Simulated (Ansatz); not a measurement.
`OB(S)S` → `S[B]S`• + `[OH]`•  (homolysis of the B–O bond)

Isolated molecules relaxed with PBE0-D4/def2-TZVP in Ansatz; ΔE leaves out vibrations. CCSD(T)/CBS is frozen-core, at the limit of the def2 triple- and quadruple-zeta sets. DFT in def2-TZVPP. B3LYP here is the variant with VWN-RPA as its local correlation; programs differ in this. Open shells (•) are unrestricted, without spin–orbit coupling. Each species was taken in one conformer, which may not be the lowest.

`OB(S)S`:

Z-matrix (Å, degrees):
```
B
S 1 1.821
S 1 1.810 2 120.2
O 1 1.357 2 120.4 3 -180.0
H 2 1.341 1 97.0 3 0.0
H 3 1.343 1 95.3 2 -180.0
H 4 0.960 1 114.7 2 -0.0
```

`S[B]S`•:

```xyz
5

S     1.322   -0.503   -0.933
B     0.798    0.117    0.616
S    -0.670    0.598    1.437
H     0.132   -0.580   -1.579
H    -1.582    0.368    0.459
```

`[OH]`•:

Z-matrix (Å, degrees):
```
O
H 1 0.973
```

```tsv
level	ΔE (kJ/mol)	difference from CCSD(T)/CBS
PBE-D4	596.7	-12.7
r2SCAN-D4	578.1	-31.3
PBE0-D4	588.8	-20.6
B3LYP-D4	586.5	-22.9
ωB97X-V	607.0	-2.4
ωB97M-V	613.4	4.0
r2SCAN	577.0	-32.4
PBE0	585.0	-24.4
B3LYP	579.2	-30.2
MP2/def2-TZVPP	630.6	21.2
CCSD/def2-TZVPP	586.7	-22.7
CCSD(T)/def2-TZVPP	597.3	-12.1
MP2/def2-QZVPP	638.0	28.6
HF/CBS(def2)	459.3	-150.1
MP2/CBS(def2)	643.4	34.0
CCSD/CBS(def2)	597.8	-11.6
CCSD(T)/CBS	609.4	0
```

Largest T1 diagnostic among the species: 0.017.

The D4 term adds +7.3 kJ/mol with B3LYP and +3.8 kJ/mol with PBE0; it sums over pairs of atoms, weighted by their polarisabilities, and B3LYP, whose exchange is more repulsive, gets the larger term. In def2-TZVPP, CCSD(T) changes the Hartree–Fock value by +138.2 kJ/mol (the triples alone add +10.6 kJ/mol) and MP2 by +171.5 kJ/mol; breaking electron pairs costs correlation energy, which Hartree–Fock lacks. From PBE to PBE0 (25 % exact exchange), in def2-TZVPP and without D4, ΔE moves by −7.1 kJ/mol: exact exchange takes away binding that semilocal exchange gives to molecules.
